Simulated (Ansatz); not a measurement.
C4H5Si, doublet, geometry from GFN2-xTB, with bond 6-2 at 2.4 times its length; CASSCF(3,3)/STO-3G in Ansatz (a first-principles code).

Input for Ansatz:
Ansatz 0.2 input:
```yaml
crystal:
  periodic: [false, false, false]
  atoms:
    - {symbol: C, position_ang: [0.45015736, -1.24950324, -0.25317702]}
    - {symbol: C, position_ang: [-0.85115898, -1.19008954, -0.47434582]}
    - {symbol: C, position_ang: [-1.45186280, 0.12966377, -0.22975359]}
    - {symbol: C, position_ang: [-0.61595950, 1.09033629, 0.18026794]}
    - {symbol: Si, position_ang: [1.14582488, 0.40013417, 0.31611808]}
    - {symbol: H, position_ang: [-2.35155656, -3.14622099, -1.27248912]}
    - {symbol: H, position_ang: [-2.51439968, 0.26241642, -0.38774108]}
    - {symbol: H, position_ang: [-0.95533536, 2.09222582, 0.38720384]}
    - {symbol: H, position_ang: [2.07107064, 0.99572707, -0.64348251]}
    - {symbol: H, position_ang: [1.64638427, 0.37045289, 1.68732310]}
basis:
  gaussian:
    orbitals: STO-3G
hamiltonian:
  xc: hf
correlation: {active_space: {window: {electrons: 3, orbitals: 3}}}
magnetization: {spin_polarized: false, initial_magnetization: 1}
```

Predict the main parts of the log of this Ansatz run.


```
Functional definition: HF
441 factors; integrals over basis functions are off by at most 3.6e-5 eV
mean field evaluation 1: about -11906.2212 eV, gradient 1.9e1 eV
mean field evaluation 2: about -11906.3415 eV, gradient 1.9e1 eV
mean field evaluation 4: about -11910.3960 eV, gradient 9.8e0 eV
mean field evaluation 8: about -11912.0698 eV, gradient 2.4e-1 eV
mean field evaluation 16: about -11912.0676 eV, gradient 2.8e-6 eV
mean field evaluation 32: about -11909.9767 eV, gradient 5.3e0 eV
mean field -11912.06763756 eV, -437.7604113908 hartree, gradient 2.8e-6 eV, S^2 0.750000; 3 other end points of the search recorded, 0 dependent functions left out
reference -11912.06763756 eV, -437.7604113908 hartree; 22, 21 occupied and 12, 13 virtual orbitals, 441 factors
state -11914.27523077 eV, -437.8415389452 hartree
Total energy: -11914.27523077 eV, -437.8415389452 hartree
```
